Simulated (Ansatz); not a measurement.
System: sum formula H2SiOF3 (charge +1, singlet). It need not be the lowest isomer of its formula. 
Geometry from a B3LYP-D3(BJ)/def2-TZVP (Ansatz, an electronic-structure program) optimisation:
```xyz
7

Si    -0.1742     0.0173     0.0739
F     -0.0960    -0.7178     1.4282
F     -0.3929     1.5394     0.2003
F     -0.9736    -0.6940    -1.0403
O      1.4607    -0.1290    -0.5903
H      2.2710     0.2094    -0.1642
H      1.6450    -0.5683    -1.4425
```
Charge +1, spin multiplicity 1.

Basis-set convergence of Hartree-Fock and MP2 correlation energies (hartree) with Ansatz. Cores are frozen in the correlated levels unless marked. No spin-orbit coupling. Non-relativistic.

```csv
basis,functions,E(HF),"E(corr, MP2)"
cc-pV(D+d)Z,89,-663.21833,-0.84206
cc-pV(T+d)Z,187,-663.40597,-1.10052
cc-pV(Q+d)Z,344,-663.44651,-1.19786
```

Extrapolating the two largest sets (X = 3 and 4) as X^-3: E(corr) = (64·(-1.19786) - 27·(-1.10052))/37 = -1.2689 Eh, an estimate of the basis-set limit. The largest set recovers 94.4 % of it, the smallest 66.4 %.
